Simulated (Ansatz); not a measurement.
C2H6ClInO, SMILES `C[CH2][In]([OH])[Cl]`. Total charge 0; spin multiplicity 1. In: def2 effective core potential. The geometry is a stationary point of PBE0-D4/def2-TZVP. It is one conformer, not always the lowest.

```xyz
11

C     0.242   -0.324   -1.682
C     0.341    0.607   -0.485
In   -0.397   -0.271    1.332
O    -0.537    0.404    3.186
Cl   -1.236   -2.450    1.285
H     0.814   -1.242   -1.533
H    -0.789   -0.621   -1.885
H     0.628    0.162   -2.583
H     1.373    0.906   -0.286
H    -0.229    1.527   -0.637
H    -0.210    1.301    3.289
```

Task: What is the dipole moment at PBE/def2-TZVPP? (Estimate.)

Result: Computed: 4.66 D, with components (1.89, 3.52, -2.38) D in this frame, pointing from negative to positive charge.

Task: And with r2SCAN, B3LYP, ωB97M-V? (Best estimate.)

Result: The calculation gave: r2SCAN 4.81 D, B3LYP 4.82 D, ωB97M-V 4.77 D.

Task: Give the Mulliken charges with PBE, ωB97M-V, B3LYP in def2-TZVPP. (Estimate.)

Result: Ansatz gave: 
```
atom    PBE  ωB97M-V  B3LYP
  C1  -0.25    -0.30  -0.24
  C2  -0.33    -0.41  -0.35
 In3   0.74     0.81   0.83
  O4  -0.44    -0.48  -0.49
 Cl5  -0.39    -0.38  -0.41
  H6   0.10     0.11   0.09
  H7   0.10     0.11   0.09
  H8   0.09     0.11   0.09
  H9   0.11     0.14   0.11
 H10   0.11     0.14   0.11
 H11   0.17     0.16   0.16
```

B3LYP here is the variant with VWN-RPA as its local correlation; programs differ in this.
